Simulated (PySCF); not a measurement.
# Electronic structure of Cu⁺ (copper, charge +1) at the UHF level

Configuration: [Ar] 3d10, closed-shell 1S. All numbers are calculated (PySCF 2.14, the spin-free X2C one-electron Hamiltonian (Gaussian nucleus), in x2c-SVPall).

- Total energy: -1652.599591 hartree
- One-electron energy: -2297.8274 hartree
- Hartree (Coulomb) energy: 711.6608 hartree
- Exchange energy: -66.4330 hartree
- ⟨S²⟩: 0.0000
- ⟨L²⟩: 0.000
- Sum of ⟨r⟩: 17.61 bohr
- Sum of ⟨r²⟩: 18.67 bohr²
- Langevin diamagnetic susceptibility: -14.8 ×10⁻⁶ cm³/mol
- Time after the integrals: 0.05 s of wall time on 1 thread of Intel(R) Xeon(R) 6975P-C (shared host)

| shell | electrons | mean orbital energy (hartree) | rms radius, mean of both spins (bohr) |
| --- | --- | --- | --- |
| 1s | 2 | -332.76741 | 0.0602 |
| 2s | 2 | -41.96849 | 0.254 |
| 2p | 6 | -36.12348 | 0.228 |
| 3s | 2 | -5.47820 | 0.767 |
| 3p | 6 | -3.69049 | 0.820 |
| 3d | 10 | -0.80594 | 1.14 |

Densities and radii are taken from the X2C orbitals without a picture-change correction, which distorts them close to the nucleus.
